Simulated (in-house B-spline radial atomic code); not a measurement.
# Ionising Sc8+ with different functionals

Computed with a radial B-spline atomic code at the basis-set limit: four-component Dirac-Coulomb Hamiltonian, Fermi nucleus of rms radius 3.5459 fm, spin-restricted, spherical fractional occupations for the functionals. The ionisation energy is the difference of two self-consistent energies, [Ne] 3s2 3p1 → [Ne] 3s2, without Breit or QED terms; ε is the level of the shell that loses the electron (mean over j). The electron is taken from both j subshells in proportion to 2j + 1, so the result is a j average, not the step between ground levels.

Hybrids are left out here: with spherical fractional occupations of an open shell their exact exchange keeps a self-interaction that integer-occupation calculations don't have.

```
           method  rung  ΔSCF (eV)  -ε(3p) (eV)
         LDA VWN5   LDA     179.84       168.30
 relativistic LDA   LDA     179.80       168.26
         LDA PW92   LDA     179.83       168.29
LDA exchange-only   LDA     177.99       166.44
              PBE   GGA     179.52       168.06
           PBEsol   GGA     179.45       167.99
             BLYP   GGA     179.63       168.09
             RPBE   GGA     179.37       167.95
             PW91   GGA     179.73       168.25
             BP86   GGA     179.70       168.22
             AM05   GGA     179.44       167.98
             OLYP   GGA     179.44       168.12
```

**Question.** How do they compare with the NIST value?

**Answer.** NIST lists 180.0 eV ± 0.12 (measured, ground level to ground level). Errors run from -2.04 to -0.19 eV; LDA VWN5 is closest (-0.19 eV), though others lie within the uncertainty of it, and part of that can be cancellation, since the calculations leave out Breit-QED terms, spin polarisation, the choice among j levels, multiplet and fine-structure energies.
